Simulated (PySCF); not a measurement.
# What builds the second ionisation energy along the 4p block

Calculated with PySCF 2.14 from differences of total energies of unrestricted determinants, without spin-orbit coupling. Each column adds one step, in eV (sums use unrounded values): valence MP2, valence CCSD, valence triples, then the next inner shell at CCSD(T) (Ga 3s 3p 3d, Ge 3s 3p 3d, As 3s 3p 3d, Se 3s 3p 3d, Kr 3s 3p 3d). References (NIST) marked * lie between the lowest fine-structure levels; the others compare directly ((s) semi-empirical, (t) theoretical).

| element | UHF | + MP2 | + CCSD | + (T) | + inner shell | sum | reference |
| --- | --- | --- | --- | --- | --- | --- | --- |
| Ga [Ar] 3d10 4s2 → [Ar] 3d10 4s1 (x2c-TZVPPall with one added diffuse shell each of s, p, d type, spin-free X2C) | 18.743 | 0.715 | 0.287 | 0.000 | 0.433 | 20.178 | 20.515 |
| Ge [Ar] 3d10 4s2 4p1 → [Ar] 3d10 4s2 (x2c-TZVPPall with one added diffuse shell each of s, p, d type, spin-free X2C) | 15.200 | 0.238 | 0.076 | 0.021 | 0.100 | 15.635 | 15.789 |
| As [Ar] 3d10 4s2 4p2 → [Ar] 3d10 4s2 4p1 (x2c-TZVPPall with one added diffuse shell each of s, p, d type, spin-free X2C) | 17.936 | 0.373 | 0.035 | 0.024 | 0.076 | 18.445 | 18.589 * |
| Se [Ar] 3d10 4s2 4p3 → [Ar] 3d10 4s2 4p2 (x2c-TZVPPall with one added diffuse shell each of s, p, d type, spin-free X2C) | 20.840 | 0.502 | -0.034 | 0.029 | 0.044 | 21.380 | 21.196 ± 0.01 * |
| Kr [Ar] 3d10 4s2 4p5 → [Ar] 3d10 4s2 4p4 (x2c-TZVPPall with one added diffuse shell each of s, p, d type, spin-free X2C) | 23.237 | 0.824 | 0.005 | 0.030 | 0.028 | 24.124 | 24.360 * |

What remains against the references is mostly basis incompleteness and, for starred values, spin-orbit coupling.

These are valence bases, so the inner-shell step is incomplete.
